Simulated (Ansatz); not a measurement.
`[SiH3]S[SiH](Cl)Cl`, relaxed with RKS PBE-D4/def2-SVP in Ansatz from a rough embedded geometry. The force threshold is 0.03 eV/Å; the program also tests the step.

Charge 0, multiplicity 1.

Start:

```xyz
9

Si    1.519   -0.351    0.406
S     0.500    1.461   -0.003
Si   -1.436    0.615   -0.378
Cl   -2.130   -0.416    1.191
Cl   -1.404   -0.699   -1.958
H     1.489   -1.215   -0.792
H     0.909   -1.044    1.568
H     2.918   -0.033    0.674
H    -2.366    1.683   -0.708
```

(1) By how much does the energy fall, and how many steps does the optimiser take? (Estimate.)

(2) Which bonds change most? (Best estimate.)

(3) Give the relaxed structure. (Best estimate.)

Answers

(1) Ansatz gave: 14.39 kJ/mol, in 4 steps.

(2) Computed: Si3–Cl4 from 2.001 to 2.074 Å; Si1–S2 from 2.119 to 2.182 Å; Si1–H8 from 1.460 to 1.499 Å; Si3–H9 from 1.455 to 1.492 Å.

(3) The calculation gave: 
```xyz
9

Si    1.573   -0.402    0.407
S     0.458    1.425   -0.012
Si   -1.484    0.627   -0.405
Cl   -2.235   -0.408    1.227
Cl   -1.466   -0.682   -2.014
H     1.569   -1.313   -0.785
H     1.003   -1.111    1.601
H     2.962    0.084    0.696
H    -2.380    1.779   -0.715
```
